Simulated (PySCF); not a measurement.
ClGeH₃Se, SMILES [Se]([GeH3])Cl.

The structure is a stationary point at B3LYP-D3(BJ)/def2-SVP. This is a generated structure with no PubChem entry under its InChIKey; it may be hypothetical.

Two levels are set side by side: PBE/def2-TZVPD (PySCF) and HF/def2-TZVPD (PySCF). Same geometry, gas phase. Differences are taken from unrounded values.

| quantity | PBE |
|---|---|
| orbital gap (eV) | 2.23 |
| highest occupied level (eV) | -5.80 |
| lowest empty level (eV) | -3.57 |
| dipole moment (D) | 2.04 |
| mean polarisability (bohr³) | 80.6 |

Q: These are the PBE values. What does HF give? (An estimate is asked for; the answer gives what the named calculation found.)

A: 
| quantity | HF | PBE minus HF |
|---|---|---|
| orbital gap (eV) | 10.38 | -8.15 |
| highest occupied level (eV) | -9.67 | 3.87 |
| lowest empty level (eV) | 0.71 | -4.28 |
| dipole moment (D) | 2.53 | -0.49 |
| mean polarisability (bohr³) | 74.1 | 6.5 |

Without exact exchange PBE keeps part of each electron's self-repulsion, which lifts occupied levels and narrows the gap. PBE's more diffuse valence density responds more strongly to a field. Differences between two approximate levels are no errors against the true value.

Rough cost on one machine, each run with all the roots and properties that it gave: HF against PBE within a factor of 2.
